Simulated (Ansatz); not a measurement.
Born–Oppenheimer molecular dynamics of BBrF2H2O (7 atoms, charge 0, multiplicity 1). It starts at the highest image of a converged band, a first-order saddle point between two minima.

These are results of RKS B3LYP-D4/def2-SVP in Ansatz 0.2.0, not measurements.

```
ensemble                      : NVE (velocity Verlet)
time step                     : 0.5 fs
steps asked                   : 200
starting velocities drawn for : 100 K
seed                          : 7962
```

First frame:

```xyz
7
Properties=species:S:1:pos:R:3
B -0.345 -0.401 -0.440
Br -1.173 1.129 1.299
F -0.469 0.205 -1.612
F -0.942 -1.548 -0.199
H 0.409 0.486 1.039
O 0.967 -0.216 0.225
H 1.553 0.345 -0.312
```

Question: How far do the bonds stretch over the last three quarters of this one trajectory? (Pairs bonded in most of those frames.)

Answer: 
```csv
bond,mean (Å),spread (Å),shortest,longest
B1–Br2,2.006,0.122,1.88,2.34
B1–F3,1.356,0.019,1.32,1.38
B1–F4,1.342,0.015,1.31,1.37
B1–O6,1.759,0.047,1.63,1.83
H5–O6,0.976,0.007,0.96,1.01
O6–H7,0.974,0.011,0.96,0.99
```

Mean temperature of the second half: 471 K. The conserved energy stayed within 0.038 meV per atom of its start (net change 0.0069 meV per atom), so the integration is sound. The kinetic energy rose, since the run started high on the potential surface and went downhill. A run of 0.1 ps of so small a system gives no equilibrium averages. The orbitals stay closed-shell, which can raise the energy where a bond breaks towards radicals; this wasn't checked here.

Run time: 5.6 min on 2 threads of Intel(R) Xeon(R) Platinum 8488C (Sapphire Rapids), on a shared host, peak memory 0.23 GiB.
